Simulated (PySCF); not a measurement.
Yb(SH)3: from a saddle point downhill

PySCF 2.14.0, RKS PBE0, Yb lcecp-1-SVP with ECP59, S def2-SVP, H def2-SVP; non-relativistic Hamiltonian with scalar-relativistic core potentials where named; density fitting; no spin-orbit coupling. Relaxed within the symmetry of its start, the geometry (C3v) is

```xyz
7

Yb    0.0000    0.0000   -0.2602
S     2.4462    0.0000    0.4169
H     2.1775    0.0000    1.7429
S    -1.2231    2.1185    0.4169
H    -1.0887    1.8858    1.7429
S    -1.2231   -2.1185    0.4169
H    -1.0888   -1.8857    1.7429
```

and its lowest harmonic modes are -280, -214, -214, 58, 89, 89 cm⁻¹ (negative: unstable). It was moved along the lowest mode and relaxed again, within the group C3 that the move left.

Q: Where does it end, and how much lower?

A: In C3, nearly C3h, 0.443 eV lower, after 23 steps:
```xyz
7

Yb    0.0000    0.0000    0.8608
S     2.4950    0.4331    0.8714
H     2.8138   -0.8838    0.9147
S    -1.6225    1.9442    0.8714
H    -0.6415    2.8787    0.9147
S    -0.8725   -2.3773    0.8714
H    -2.1723   -1.9949    0.9147
```

Q: How do the contacts change?

A: 
| contact | saddle (Å) | end (Å) |
| --- | --- | --- |
| Yb1–S2 (SH) | 2.538 | 2.532 |
| Yb1–S4 (SH) | 2.538 | 2.532 |
| Yb1–S6 (SH) | 2.538 | 2.532 |


Q: Is the end a minimum?

A: Yes; lowest modes 32, 60, 60, 159, 195, 195 cm⁻¹.

An lcecp potential fixes the number of 4f electrons, so in runs with it no electron can move into or out of that shell.

State: singlet in the valence, with the 4f electrons in the core potential.
